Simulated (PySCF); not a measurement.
# Broadened absorption spectrum of C3H8OSSi

Compound: C3H8OSSi.
Z-matrix (Å and degrees, GFN2-xTB geometry), rows numbered from 1:
```
Si
O   1  1.6318
C   2  1.3594  1  129.90
C   3  1.5325  2  114.07  1   165.01
C   4  1.5273  3   96.97  2  -128.68
S   5  1.8321  4   93.01  3     8.93
H   1  1.4654  2  110.09  3    61.01
H   1  1.4608  2  110.53  3   -59.64
H   1  1.4528  2   97.61  3  -179.81
H   3  1.0966  2  111.03  1   -64.17
H   4  1.0896  3  109.32  2   -12.21
H   4  1.0895  3  114.16  2   110.20
H   5  1.0869  4  115.76  3   125.30
H   5  1.0878  4  114.34  3  -105.04
```

Method used: PySCF 2.14.0, density-fitted response routines, TDDFT B3LYP/def2-SVPD, vertical, gas phase, core orbitals frozen in the response.

Computed states:

| state | E (eV) | f |
| --- | --- | --- |
| S1 | 4.47 | 0.0013 |
| S2 | 5.63 | 0.024 |
| S3 | 6.00 | 0.0040 |
| S4 | 6.02 | 0.0080 |
| S5 | 6.13 | 0.041 |
| S6 | 6.40 | 0.025 |
| S7 | 6.61 | 0.0067 |
| S8 | 6.65 | 0.026 |

Each state is given a Gaussian of 0.4 eV full width at half maximum, with ε(max) = 2.175×10⁸ f / Δν̃ (Δν̃ the width in cm⁻¹). The cross-section is σ = 3.8235×10⁻²¹ ε cm², given in Mb (10⁻¹⁸ cm²). The width is an assumption, not a result. The curve ends short of the highest state used, and states not computed would add to its high-energy end.

**Question.** What does the envelope look like, and where are its maxima?

**Answer.** 
```json
{"λ (nm)": "204.9", "σ (Mb)": "13.73"}
{"λ (nm)": "207.0", "σ (Mb)": "11.75"}
{"λ (nm)": "209.1", "σ (Mb)": "9.61"}
{"λ (nm)": "211.2", "σ (Mb)": "7.92"}
{"λ (nm)": "213.3", "σ (Mb)": "6.98"}
{"λ (nm)": "215.5", "σ (Mb)": "6.70"}
{"λ (nm)": "217.6", "σ (Mb)": "6.73"}
{"λ (nm)": "219.7", "σ (Mb)": "6.64"}
{"λ (nm)": "221.8", "σ (Mb)": "6.21"}
{"λ (nm)": "223.9", "σ (Mb)": "5.38"}
{"λ (nm)": "226.0", "σ (Mb)": "4.30"}
{"λ (nm)": "228.1", "σ (Mb)": "3.18"}
{"λ (nm)": "230.2", "σ (Mb)": "2.17"}
{"λ (nm)": "232.3", "σ (Mb)": "1.37"}
{"λ (nm)": "234.4", "σ (Mb)": "0.81"}
{"λ (nm)": "236.5", "σ (Mb)": "0.44"}
{"λ (nm)": "238.6", "σ (Mb)": "0.23"}
{"λ (nm)": "240.7", "σ (Mb)": "0.11"}
{"λ (nm)": "242.8", "σ (Mb)": "0.05"}
{"λ (nm)": "244.9", "σ (Mb)": "0.02"}
{"λ (nm)": "247.0", "σ (Mb)": "0.01"}
{"λ (nm)": "249.1", "σ (Mb)": "0.01"}
{"λ (nm)": "251.2", "σ (Mb)": "0.01"}
{"λ (nm)": "253.3", "σ (Mb)": "0.01"}
{"λ (nm)": "255.4", "σ (Mb)": "0.03"}
{"λ (nm)": "257.5", "σ (Mb)": "0.04"}
{"λ (nm)": "259.6", "σ (Mb)": "0.07"}
{"λ (nm)": "261.7", "σ (Mb)": "0.10"}
{"λ (nm)": "263.8", "σ (Mb)": "0.13"}
{"λ (nm)": "265.9", "σ (Mb)": "0.17"}
{"λ (nm)": "268.0", "σ (Mb)": "0.22"}
{"λ (nm)": "270.1", "σ (Mb)": "0.26"}
{"λ (nm)": "272.2", "σ (Mb)": "0.30"}
{"λ (nm)": "274.3", "σ (Mb)": "0.32"}
{"λ (nm)": "276.4", "σ (Mb)": "0.34"}
{"λ (nm)": "278.5", "σ (Mb)": "0.34"}
{"λ (nm)": "280.6", "σ (Mb)": "0.32"}
{"λ (nm)": "282.7", "σ (Mb)": "0.30"}
{"λ (nm)": "284.8", "σ (Mb)": "0.27"}
{"λ (nm)": "286.9", "σ (Mb)": "0.23"}
{"λ (nm)": "289.0", "σ (Mb)": "0.20"}
{"λ (nm)": "291.1", "σ (Mb)": "0.16"}
{"λ (nm)": "293.2", "σ (Mb)": "0.13"}
{"λ (nm)": "295.3", "σ (Mb)": "0.10"}
{"λ (nm)": "297.4", "σ (Mb)": "0.07"}
{"λ (nm)": "299.5", "σ (Mb)": "0.05"}
{"λ (nm)": "301.6", "σ (Mb)": "0.04"}
{"λ (nm)": "303.7", "σ (Mb)": "0.03"}
{"λ (nm)": "305.8", "σ (Mb)": "0.02"}
{"λ (nm)": "307.9", "σ (Mb)": "0.01"}
{"λ (nm)": "310.0", "σ (Mb)": "0.01"}
{"λ (nm)": "312.1", "σ (Mb)": "0.00"}
{"λ (nm)": "314.2", "σ (Mb)": "0.00"}
{"λ (nm)": "316.3", "σ (Mb)": "0.00"}
{"λ (nm)": "318.4", "σ (Mb)": "0.00"}
{"λ (nm)": "320.5", "σ (Mb)": "0.00"}
```

Maxima: 278 nm (4.47 eV), ε about 88, made up of S1 (100%); 218 nm (5.69 eV), ε about 1800, made up of S2 (87%) (hardly more than a shoulder) (ε in L mol⁻¹ cm⁻¹; maxima over ε = 5, shares over 10%). At its high-energy end, 6.05 eV, the curve is still rising (ε about 3600, from S4 and S5).

**Question.** On this curve, what absorbance would a 10⁻⁴ mol/L sample give at 308 nm over a 1 cm path?

**Answer.** 308 nm is 4.025 eV, where ε is about 3 L mol⁻¹ cm⁻¹, so A = ε c l ≈ 0.0003 (Beer–Lambert, with the gas-phase spectrum and the assumed width).

**Question.** Coming from long wavelengths, where does ε first pass 100 L mol⁻¹ cm⁻¹?

**Answer.** At about 237 nm (5.23 eV), 0.76 eV above S1.

**Question.** What would ε be at 5.69 eV, the highest of these maxima, with half the width (0.2 eV)?

**Answer.** About 2570 L mol⁻¹ cm⁻¹ against 1760, a factor of about 1.5; a lone state at its own centre would give exactly 2.

One conformer stands for the species.
